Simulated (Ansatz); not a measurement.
The same ligand exchange along the group F, Cl, Br, I.

Isolated molecules relaxed with PBE0-D4/def2-TZVP in Ansatz; ΔE leaves out vibrations. CBS: MP2 limit from def2 TZ/QZ plus the TZ coupled-cluster correction, frozen cores. This one scheme is used for every species. DFT in def2-TZVPP. Elements past krypton have def2 core potentials. For Br, I, Sn outer-core shells are correlated without core-valence functions, which leaves a few kJ/mol of doubt a bond. Scalar relativity is left out up to krypton.

| reaction | PBE0-D4 (kJ/mol) |
| --- | --- |
| `[F][SnH3]` + H₂S → `[SH][SnH3]` + H–F | -12 |
| `[Cl][SnH3]` + H₂S → `[SH][SnH3]` + HCl | 30 |
| `[Br][SnH3]` + H₂S → `[SH][SnH3]` + HBr | 45 |
| `[SnH3][I]` + H₂S → `[SH][SnH3]` + HI | 53 |

(1) Give the CCSD(T)/CBS values in the same order. (Best estimate.)

Largest T1 diagnostic: 0.014, for `[F][SnH3]`.

## Answers

(1) The calculation gave: -9, 31, 47, 57 kJ/mol.
